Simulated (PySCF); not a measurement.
Si(H)(Me)(OH)(OMe) (C2H8O2Si), SMILES CO[SiH](C)O.

Coordinates come from a ωB97X-D3(BJ)/def2-SVP optimisation. The values are those of a single conformer.

Method: TDA-PBE/def2-SVPD (PySCF 2.14.0).

Vertical excitations. Isolated molecule, no solvent.

Computed excitation energies, oscillator strengths and character:
```csv
state,energy (eV),λ (nm),f,main pairs
S1,6.15,202,0.012,HOMO→LUMO 99 %
S2,6.59,188,0.012,HOMO−1→LUMO 99 %
S3,6.92,179,0.011,HOMO→LUMO+1 99 %
S4,7.09,175,0.025,HOMO→LUMO+2 97 %
S5,7.28,170,0.000,HOMO−2→LUMO 99 %
S6,7.39,168,0.026,HOMO−1→LUMO+1 96 %
S7,7.51,165,0.014,HOMO−3→LUMO 89 %
S8,7.53,165,0.001,"HOMO−1→LUMO+2 78 %, HOMO→LUMO+3 16 %"
S9,7.57,164,0.025,HOMO→LUMO+3 76 %
S10,7.76,160,0.056,HOMO→LUMO+4 91 %
T1,6.01,206,0,HOMO→LUMO 100 %
T2,6.43,193,0,HOMO−1→LUMO 99 %
T3,6.84,181,0,HOMO→LUMO+1 98 %
T4,6.88,180,0,HOMO→LUMO+2 97 %
```
Triplets are in the Tamm–Dancoff approximation.
